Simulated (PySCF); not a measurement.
Level of theory: PySCF with PBE-D3(BJ)/def2-TZVP // B3LYP-D3(BJ)/def2-TZVP. All species are isolated molecules in the gas phase. 

Reference species (SMILES): `[CH3][Al]([CH3])[CH3]` (neutral, multiplicity 1).

S1 oscillator strength: 0.000
LUMO: -1.14 eV

Changed species: `[NH2][Al]([NH2])[NH2]` (3 of 3 CH3 replaced by NH2; the reference has 0 of 3 CH3 replaced by NH2).

Task: Predict the effect on the S1 oscillator strength and LUMO.

Result: the S1 oscillator strength is nearly the same; the LUMO increases by 0.64 eV, to -0.50 eV.
